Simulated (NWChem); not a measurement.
System: CF2, triplet; SMILES F[C]F

The following NWChem deck was run.

```
start job
memory heap 200 mb stack 900 mb global 1100 mb
geometry units angstroms noautoz
  F      1.147626     0.000000    -0.164026
  C      0.000000     0.000000     0.497241
  F     -1.147626     0.000000    -0.164026
end
basis spherical
  * library def2-tzvp
end
dft
  odft
  mult 3
  xc becke97-2
  iterations 150
  mulliken
end
task dft energy
```

Parts of the log:

```
             Northwest Computational Chemistry Package (NWChem) 7.3.0
             --------------------------------------------------------

 C2V symmetry detected

                             Geometry "geometry" -> ""
                             -------------------------

 Output coordinates in angstroms (scale by  1.889725989 to convert to a.u.)

  No.       Tag          Charge          X              Y              Z
 ---- ---------------- ---------- -------------- -------------- --------------
    1 F                    9.0000     1.14762600     0.00000000    -0.16531675
    2 C                    6.0000     0.00000000     0.00000000     0.49595025
    3 F                    9.0000    -1.14762600     0.00000000    -0.16531675

 Effective nuclear repulsion energy (a.u.)      61.8237777679

      Symmetry information
      --------------------

 Group name             C2v
 Group number             16
 Group order               4
 No. of unique centers     2

                                 NWChem DFT Module
                                 -----------------

 Summary of "ao basis" -> "ao basis" (spherical)
 ------------------------------------------------------------------------------
       Tag                 Description            Shells   Functions and Types
 ---------------- ------------------------------  ------  ---------------------
 F                         def2-tzvp                11       31   5s3p2d1f
 C                         def2-tzvp                11       31   5s3p2d1f

      Symmetry analysis of basis
      --------------------------

        a1         35
        a2         13
        b1         28
        b2         17

            General Information
            -------------------
          SCF calculation type: DFT
          Wavefunction type:  spin polarized.
          No. of atoms     :     3
          No. of electrons :    24
           Alpha electrons :    13
            Beta electrons :    11
          Charge           :     0
          Spin multiplicity:     3
          Use of symmetry is: on ; symmetry adaption is: on
          Maximum number of iterations: 150
          AO basis - number of functions:    93
                     number of shells:    33
          Convergence on energy requested:  1.00D-06
          Convergence on density requested:  1.00D-05
          Convergence on gradient requested:  5.00D-04

              XC Information
              --------------
                   Becke 97-2 Method XC Functional
                     Hartree-Fock (Exact) Exchange  0.210
                 Becke 1997-2  Exchange Functional  1.000
                Becke 1997-2 Correlation Potential  1.000

             Grid Information
             ----------------
          Grid used for XC integration:  medium
          Radial quadrature: Mura-Knowles
          Angular quadrature: Lebedev.
          Tag              B.-S. Rad. Rad. Pts. Rad. Cut. Ang. Pts.
          ---              ---------- --------- --------- ---------
          F                   0.50       49           7.0       434
          C                   0.70       49           6.0       434
          Grid pruning is: on
          Number of quadrature shells:    98
          Spatial weights used:  Erf1

      Superposition of Atomic Density Guess
      -------------------------------------

 Sum of atomic energies:        -236.50748494

      Non-variational initial energy
      ------------------------------

 Total energy =    -236.937603
 1-e energy   =    -451.754413
 2-e energy   =     152.993032
 HOMO         =      -0.264505
 LUMO         =      -0.001783

   Symmetry analysis of molecular orbitals - initial alpha
   -------------------------------------------------------

  Numbering of irreducible representations:

     1 a1          2 a2          3 b1          4 b2

  Orbital symmetries:

     1 a1          2 b1          3 a1          4 a1          5 b1
     6 a1          7 b1          8 a1          9 b2         10 a2
    11 b1         12 a1         13 b2         14 a1         15 b1
    16 a1         17 b2         18 a1         19 b1         20 a1
    21 b1         22 a1         23 a2

   Symmetry analysis of molecular orbitals - initial beta
   ------------------------------------------------------

  Numbering of irreducible representations:

     1 a1          2 a2          3 b1          4 b2

  Orbital symmetries:

     1 a1          2 b1          3 a1          4 a1          5 b1
     6 a1          7 b1          8 a1          9 b2         10 a2
    11 b1         12 a1         13 b2         14 a1         15 b1
    16 a1         17 b2         18 a1         19 b1         20 a1
    21 b1         22 a1         23 a2

     ---------------------------------------------
      Total Density - Mulliken Population Analysis
     ---------------------------------------------

    Atom       Charge   Shell Charges
 -----------   ------   -------------------------------------------------------
    1 F    9     9.24   0.77  1.20  0.61  1.00  0.30  2.28  2.27  0.80  0.00  0.01  0.00
    2 C    6     5.52   0.86  1.12  0.50  0.66  0.24  0.76  0.81  0.44  0.03  0.07  0.02
    3 F    9     9.24   0.77  1.20  0.61  1.00  0.30  2.28  2.27  0.80  0.00  0.01  0.00

     --------------------------------------------
      Spin Density - Mulliken Population Analysis
     --------------------------------------------

    Atom       Charge   Shell Charges
 -----------   ------   -------------------------------------------------------
    1 F    9     0.12   0.00 -0.00  0.00  0.00 -0.02  0.11  0.07 -0.05  0.00  0.00  0.00
    2 C    6     1.76   0.01 -0.01  0.10  0.26  0.19  0.39  0.45  0.37  0.00 -0.00  0.00
    3 F    9     0.12   0.00 -0.00  0.00  0.00 -0.02  0.11  0.07 -0.05  0.00  0.00  0.00

   convergence    iter        energy       DeltaE   RMS-Dens  Diis-err
 ---------------- ----- ----------------- --------- --------- ---------
 d= 0,ls=0.0,diis     1   -237.5416028765 -2.99D+02  7.20D-03  2.71D-01
                                                     3.63D-03  1.84D-01
 d= 0,ls=0.0,diis     2   -237.5080663510  3.35D-02  2.42D-03  3.72D-01
                                                     2.60D-03  3.83D-01
 d= 0,ls=0.0,diis     3   -237.6391802965 -1.31D-01  6.13D-04  2.63D-02
                                                     5.09D-04  2.41D-02
 d= 0,ls=0.0,diis     4   -237.6458465422 -6.67D-03  3.29D-04  1.08D-03
                                                     1.35D-04  1.02D-03
 d= 0,ls=0.0,diis     5   -237.6462868412 -4.40D-04  7.05D-05  2.73D-05
                                                     4.08D-05  9.17D-06
  Resetting Diis
 d= 0,ls=0.0,diis     6   -237.6463073753 -2.05D-05  1.08D-05  9.03D-07
                                                     1.00D-05  9.67D-07
 d= 0,ls=0.0,diis     7   -237.6463083157 -9.40D-07  2.01D-06  1.01D-07
                                                     1.07D-06  4.72D-08

         Total DFT energy =     -237.646308315660
      One electron energy =     -451.982797912318
           Coulomb energy =      178.737852959138
    Exchange-Corr. energy =      -26.225141130349
 Nuclear repulsion energy =       61.823777767868

 Numeric. integr. density =       24.000002236665

                  Occupations of the irreducible representations
                  ----------------------------------------------

                     irrep           alpha         beta
                     --------     --------     --------
                     a1                6.0          5.0
                     a2                1.0          1.0
                     b1                4.0          4.0
                     b2                2.0          1.0

                    DFT Final Alpha Molecular Orbital Analysis
                    ------------------------------------------

 Vector   11  Occ=1.000000D+00  E=-4.726922D-01  Symmetry=b1
              MO Center=  8.3D-15,  7.9D-16, -1.3D-01, r^2= 1.8D+00
   Bfn.  Coefficient  Atom+Function         Bfn.  Coefficient  Atom+Function
  ----- ------------  ---------------      ----- ------------  ---------------
     8      0.262527  1 F  pz                70     -0.262527  3 F  pz
     6      0.261140  1 F  px                68      0.261140  3 F  px
     9      0.218358  1 F  px                71      0.218358  3 F  px
    11      0.216101  1 F  pz                73     -0.216101  3 F  pz
    14      0.127028  1 F  pz                76     -0.127028  3 F  pz

 Vector   12  Occ=1.000000D+00  E=-3.590180D-01  Symmetry=a1
              MO Center= -6.0D-15,  1.1D-14,  5.3D-01, r^2= 1.4D+00
   Bfn.  Coefficient  Atom+Function         Bfn.  Coefficient  Atom+Function
  ----- ------------  ---------------      ----- ------------  ---------------
    35      0.404076  2 C  s                 39      0.301187  2 C  pz
    42      0.255832  2 C  pz                 8     -0.245077  1 F  pz
    70     -0.245077  3 F  pz                36      0.234266  2 C  s
    34      0.214154  2 C  s                 11     -0.201165  1 F  pz
    73     -0.201165  3 F  pz                14     -0.145587  1 F  pz

 Vector   13  Occ=1.000000D+00  E=-2.150855D-01  Symmetry=b2
              MO Center= -4.9D-15, -1.1D-14,  3.9D-01, r^2= 1.2D+00
   Bfn.  Coefficient  Atom+Function         Bfn.  Coefficient  Atom+Function
  ----- ------------  ---------------      ----- ------------  ---------------
    41      0.478267  2 C  py                38      0.474221  2 C  py
    44      0.237369  2 C  py                 7     -0.219101  1 F  py
    69     -0.219101  3 F  py                10     -0.176253  1 F  py
    13     -0.175425  1 F  py                72     -0.176253  3 F  py
    75     -0.175425  3 F  py

 Vector   14  Occ=0.000000D+00  E= 9.303132D-02  Symmetry=a1
              MO Center= -5.3D-15, -7.8D-15, -1.9D-01, r^2= 2.7D+00
   Bfn.  Coefficient  Atom+Function         Bfn.  Coefficient  Atom+Function
  ----- ------------  ---------------      ----- ------------  ---------------
    36      1.485998  2 C  s                  5     -0.882693  1 F  s
    67     -0.882693  3 F  s                 45     -0.828852  2 C  pz
    42     -0.475229  2 C  pz                12      0.436503  1 F  px
    74     -0.436503  3 F  px                35      0.341264  2 C  s
    39     -0.275604  2 C  pz                 6      0.170202  1 F  px

 Vector   15  Occ=0.000000D+00  E= 1.297226D-01  Symmetry=b1
              MO Center= -1.1D-14, -2.6D-16,  7.1D-01, r^2= 3.7D+00
   Bfn.  Coefficient  Atom+Function         Bfn.  Coefficient  Atom+Function
  ----- ------------  ---------------      ----- ------------  ---------------
    43      1.438500  2 C  px                 5     -0.994482  1 F  s
    67      0.994482  3 F  s                 40      0.559926  2 C  px
    14     -0.302309  1 F  pz                76      0.302309  3 F  pz
    12      0.248479  1 F  px                37      0.249659  2 C  px
    74      0.248479  3 F  px                 3     -0.126125  1 F  s

 Vector   16  Occ=0.000000D+00  E= 1.700471D-01  Symmetry=a1
              MO Center=  3.0D-14, -4.9D-14,  1.4D+00, r^2= 3.0D+00
   Bfn.  Coefficient  Atom+Function         Bfn.  Coefficient  Atom+Function
  ----- ------------  ---------------      ----- ------------  ---------------
    36      1.826974  2 C  s                 35     -1.602878  2 C  s
    45      0.634926  2 C  pz                42     -0.209501  2 C  pz
     5     -0.154225  1 F  s                 67     -0.154225  3 F  s
    33      0.128066  2 C  s                  6     -0.111260  1 F  px
    68      0.111260  3 F  px                 9     -0.106181  1 F  px

                     DFT Final Beta Molecular Orbital Analysis
                     -----------------------------------------

 Vector    9  Occ=1.000000D+00  E=-5.147248D-01  Symmetry=b2
              MO Center= -4.2D-14,  4.1D-15, -8.1D-02, r^2= 1.6D+00
   Bfn.  Coefficient  Atom+Function         Bfn.  Coefficient  Atom+Function
  ----- ------------  ---------------      ----- ------------  ---------------
     7      0.322602  1 F  py                69      0.322602  3 F  py
    10      0.269369  1 F  py                72      0.269369  3 F  py
    13      0.147632  1 F  py                75      0.147632  3 F  py
    38      0.146421  2 C  py                41      0.122609  2 C  py
    44      0.050224  2 C  py

 Vector   10  Occ=1.000000D+00  E=-4.630815D-01  Symmetry=a2
              MO Center=  4.4D-14, -2.5D-16, -1.5D-01, r^2= 1.7D+00
   Bfn.  Coefficient  Atom+Function         Bfn.  Coefficient  Atom+Function
  ----- ------------  ---------------      ----- ------------  ---------------
     7      0.360199  1 F  py                69     -0.360199  3 F  py
    10      0.298469  1 F  py                72     -0.298469  3 F  py
    13      0.183038  1 F  py                75     -0.183038  3 F  py
    51      0.036230  2 C  d -2

 Vector   11  Occ=1.000000D+00  E=-4.596975D-01  Symmetry=b1
              MO Center= -1.7D-14, -3.3D-16, -1.3D-01, r^2= 1.8D+00
   Bfn.  Coefficient  Atom+Function         Bfn.  Coefficient  Atom+Function
  ----- ------------  ---------------      ----- ------------  ---------------
     8      0.270921  1 F  pz                70     -0.270921  3 F  pz
     6      0.246499  1 F  px                68      0.246499  3 F  px
    11      0.225018  1 F  pz                73     -0.225018  3 F  pz
     9      0.206840  1 F  px                71      0.206840  3 F  px
    14      0.136648  1 F  pz                76     -0.136648  3 F  pz

 Vector   12  Occ=0.000000D+00  E=-1.676979D-01  Symmetry=a1
              MO Center= -3.0D-15,  1.1D-15,  8.1D-01, r^2= 1.5D+00
   Bfn.  Coefficient  Atom+Function         Bfn.  Coefficient  Atom+Function
  ----- ------------  ---------------      ----- ------------  ---------------
    36      0.548691  2 C  s                 35      0.368061  2 C  s
    39      0.254260  2 C  pz                42      0.210354  2 C  pz
    34      0.183075  2 C  s                  8     -0.179685  1 F  pz
    70     -0.179685  3 F  pz                45      0.157154  2 C  pz
    14     -0.151666  1 F  pz                76     -0.151666  3 F  pz

 Vector   13  Occ=0.000000D+00  E=-2.255917D-02  Symmetry=b2
              MO Center= -6.4D-16,  1.0D-14,  4.8D-01, r^2= 1.6D+00
   Bfn.  Coefficient  Atom+Function         Bfn.  Coefficient  Atom+Function
  ----- ------------  ---------------      ----- ------------  ---------------
    44      0.529520  2 C  py                41      0.405588  2 C  py
    38      0.391933  2 C  py                13     -0.208364  1 F  py
    75     -0.208364  3 F  py                 7     -0.190559  1 F  py
    69     -0.190559  3 F  py                10     -0.148878  1 F  py
    72     -0.148878  3 F  py

 Vector   14  Occ=0.000000D+00  E= 1.155798D-01  Symmetry=a1
              MO Center=  1.7D-15, -1.3D-14, -2.8D-01, r^2= 3.1D+00
   Bfn.  Coefficient  Atom+Function         Bfn.  Coefficient  Atom+Function
  ----- ------------  ---------------      ----- ------------  ---------------
    36      1.657990  2 C  s                 45     -1.030130  2 C  pz
     5     -0.981647  1 F  s                 67     -0.981647  3 F  s
    12      0.442505  1 F  px                74     -0.442505  3 F  px
    42     -0.413145  2 C  pz                39     -0.220971  2 C  pz
    35      0.211461  2 C  s                  3     -0.137443  1 F  s

     ---------------------------------------------
      Total Density - Mulliken Population Analysis
     ---------------------------------------------

    Atom       Charge   Shell Charges
 -----------   ------   -------------------------------------------------------
    1 F    9     9.12   0.77  1.20  0.62  1.00  0.33  2.26  2.14  0.79  0.00  0.02  0.00
    2 C    6     5.76   0.86  1.12  0.53  0.59  0.13  1.14  1.00  0.21  0.04  0.12  0.02
    3 F    9     9.12   0.77  1.20  0.62  1.00  0.33  2.26  2.14  0.79  0.00  0.02  0.00

[...]
```

Level: B97-2/def2-TZVP, spin-unrestricted. In the optimisation the excess spin sits in a1 and b2 (C2v, its own frame). Structure relaxed at the B3LYP/6-31G* (spherical d), spin-unrestricted level. No stability test was run on the SCF state.
